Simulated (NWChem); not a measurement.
System: C2H4I cation

Input file for NWChem:

```
start job
memory heap 200 mb stack 900 mb global 1100 mb
charge 1
geometry units angstroms noautoz
  C     -0.342638     2.454930     0.000000
  C      0.539050     1.315385     0.000000
  I     -0.001457    -0.589202     0.000000
  H     -0.060156     3.097344     0.864127
  H     -0.060156     3.097344    -0.864127
  H     -1.416612     2.236571     0.000000
  H      1.627379     1.482355     0.000000
end
basis spherical
  C library def2-svp
  I library def2-svp
  H library def2-svp
end
ecp
  I library def2-ecp
end
dft
  xc mn15
  iterations 150
  mulliken
end
task dft energy
```

Geometry: optimised at PBE0/def2-SVP. def2 effective core potentials on I; no spin-orbit coupling.

Question: Predict the main results of this run. (MN15/def2-SVP with def2 effective core potentials on I.) Quantities: energy (Ha); highest occupied level (eV); orbital gap (eV).

Answer: 
| Property | Result |
|---|---|
| energy (Ha) | -375.07 |
| highest occupied level (eV) | -14.22 |
| orbital gap (eV) | 5.33 |
